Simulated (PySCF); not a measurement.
The scaffold BH2-X carries different groups X. All species are isolated molecules in the gas phase. One relaxed conformer stands for each flexible species; it need not be the lowest. Strings in code marks are SMILES.

These are PySCF with B3LYP-D3(BJ)/def2-TZVP // M06-2X/def2-TZVP values and carry that method's errors. All candidates: neutral, multiplicity 1. B3LYP has the VWN-RPA correlation part, as in Gaussian. Excitations are Tamm–Dancoff values on a coarser integration grid. The basis has no diffuse functions, so Rydberg states are missing or too high.

```
Property                Value
-------------------  --------
T1 excitation (TDA)   4.99 eV
HOMO                 -8.82 eV
S1 excitation (TDA)   5.49 eV
```

Task: Which member has these values?
A. `BC=O`
B. `BC(F)F`
C. `BC#CC`
D. `BCF`

Result: D, `BCF`. The others give `BC#CC`: 3.40 eV, -7.27 eV, 3.70 eV; `BC(F)F`: 4.26 eV, -8.86 eV, 4.84 eV; `BC=O`: 3.14 eV, -7.20 eV, 3.88 eV
